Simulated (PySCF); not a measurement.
## Field gradients at the hydrogen positions

C6H10O2.
Cartesian coordinates in Å at the GFN2-xTB level; atoms count from 1:
```xyz
18
C6H10O2 angstrom
C      1.946   -1.016    0.325
C      1.347    0.356    0.330
C      0.190    0.699   -0.224
C     -0.373    2.084   -0.160
C     -0.698   -0.300   -0.936
C     -1.701   -0.787    0.079
O     -2.678   -0.187    0.440
O     -1.360   -1.977    0.594
H      1.201   -1.771    0.564
H      2.750   -1.079    1.054
H      2.362   -1.249   -0.657
H      1.933    1.125    0.816
H     -0.417    2.521   -1.158
H      0.230    2.727    0.475
H     -1.388    2.045    0.232
H     -0.127   -1.141   -1.320
H     -1.232    0.200   -1.744
H     -1.994   -2.245    1.278
```

Level: PBE0/pcSseg-1 (PySCF, non-relativistic); Q(2H) = 0.00286 b; rigid geometry, the same for H and D, with no vibrational averaging.

Question: Rank these positions by the coupling χzz of a deuteron there, largest first.
A. H12 (vinylic hydrogen)
B. H13 (methyl hydrogen)
C. H15 (methyl hydrogen)
D. H18 (acid proton)

Answer: D (291 kHz), A (219 kHz), B (209 kHz), C (204 kHz).

Question: What are Vzz, η and χzz (234.96 MHz × Q × Vzz) at all hydrogens?

Answer: 
```
atom  bonded to  bond length (Å)  Vzz (au)     η  χzz (kHz)
  H9         C1            1.088    0.3071  0.02        206
 H10         C1            1.087    0.3167  0.03        213
 H11         C1            1.091    0.3106  0.01        209
 H12         C2            1.082    0.3265  0.08        219
 H13         C4            1.090    0.3113  0.03        209
 H14         C4            1.087    0.3171  0.03        213
 H15         C4            1.089    0.3030  0.03        204
 H16         C5            1.087    0.3064  0.01        206
 H17         C5            1.090    0.3039  0.01        204
 H18         O8            0.970    0.4334  0.09        291
```

Question: Average by the element that carries the hydrogen.

Answer: on C: 209 kHz over 9 positions, mean bond length 1.088 Å; on O: 291 kHz over 1 position, mean bond length 0.970 Å.

Question: How does χzz go with the bond length over the 9 C–H bonds?

Answer: A straight-line fit has a slope of -13.9 kHz for each 0.01 Å, with a correlation coefficient of -0.79, over lengths from 1.082 to 1.091 Å.

Question: Give the 2H NMR doublet splittings at H16 for a magnetic field along the z, y and x axes of the gradient: 3χ/2, 3χ(1 + η)/4, 3χ(1 − η)/4.

Answer: With |χ| = 205.9 kHz and η = 0.014: 309, 157 and 152 kHz, to first order and without motion.

One conformer (not necessarily the lowest) at the GFN2-xTB geometry, without solvent, vibrations or thermal averaging. GFN2-xTB bond lengths can be off by several hundredths of an ångström, more for odd bonds, and the gradients follow them. A larger basis could move these couplings by a tenth or more.

The run behind these numbers computed NMR shieldings as well. The run took about 70 s of CPU time (one thread, shared machine).
